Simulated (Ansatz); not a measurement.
Reaction (substitution at a C–Si bond): `N[SiH](C=O)CO` + `CCS` → `CCSC=O` + `N[SiH2]CO`

Calculated with Ansatz (gas phase, PBE0-D4/def2-TZVP geometries, no zero-point term in ΔE). CCSD(T)/CBS adds triple-zeta CCSD(T) − MP2 to the extrapolated MP2 energy (def2 sets, frozen cores). One conformer a species, not always the lowest.

```json
{"species": "`N[SiH](C=O)CO`", "CCSD(T)/CBS(def2) energy (Eh)": "-574.44113"}
{"species": "`CCS`", "CCSD(T)/CBS(def2) energy (Eh)": "-477.49091"}
{"species": "`CCSC=O`", "CCSD(T)/CBS(def2) energy (Eh)": "-590.71216"}
{"species": "`N[SiH2]CO`", "CCSD(T)/CBS(def2) energy (Eh)": "-461.23550"}
```

Task: Work out ΔE.

Result: ΔE = (-590.71216) + (-461.23550) − (-574.44113) − (-477.49091) = -0.01562 Eh = -0.43 eV.

Largest T1 diagnostic among the species: 0.015.

In def2-TZVPP, CCSD(T) changes the Hartree–Fock value by −0.18 eV (the triples alone add −0.07 eV) and MP2 by −0.26 eV. From PBE to PBE0 (25 % exact exchange), in def2-TZVPP and without D4, ΔE moves by +0.09 eV.
